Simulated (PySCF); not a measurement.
Bond curve of GeF

Set-up: PySCF, no relativity, basis sets Ge def2-TZVPPD, F def2-TZVPPD. Energies in eV from Ge + F in their ground configurations at the same level. All curves are PBE0. state 1: ²Π (doublet), unpaired electrons π ↑; state 2: ⁴Σ⁻ (quartet), unpaired electrons σ ↑, π ↑↑, a second solution, started from another occupation.

```csv
R (Å),state 1,state 2
1.516,-4.107,-0.089
1.587,-4.755,-0.727
1.657,-5.100,-1.066
1.710,-5.218,-1.182
1.763,-5.247,-1.214
1.816,-5.210,-1.187
1.886,-5.085,-1.089
1.975,-4.849,-0.915
2.080,-4.500,-0.690
2.221,-3.988,-0.430
```

Put a parabola through the three lowest points of the state 1 curve and estimate Re, k and ωe (reduced mass 15.11 u; 1 eV/Å² = 0.16022 mdyn/Å; ωe = 1302.8·√(k/μ) cm⁻¹).

Through R = 1.71, 1.763, 1.816 Å the second-order coefficient is 11.7 eV/Å², so Re ≈ 1.760 Å, k ≈ 3.76 mdyn/Å and ωe ≈ 650 cm⁻¹. A polynomial fit of higher order to the unrounded PBE0 energies gives Re = 1.757 Å, k = 3.91 mdyn/Å, ωe = 663 cm⁻¹; anharmonicity and rounding make the difference.

The higher-order fit for each curve: state 1: Re = 1.757 Å, ωe = 663 cm⁻¹, De = 5.25 eV; state 2: Re = 1.762 Å, ωe = 621 cm⁻¹, minimum 1.21 eV below the ground-state fragments.

Spin–orbit coupling is left out. Counting both spins, an empty level lies below a filled one in some of these solutions, because spin and occupation are held. The state is the lowest determinant that a PBE0 search found; another state may lie lower at other levels.
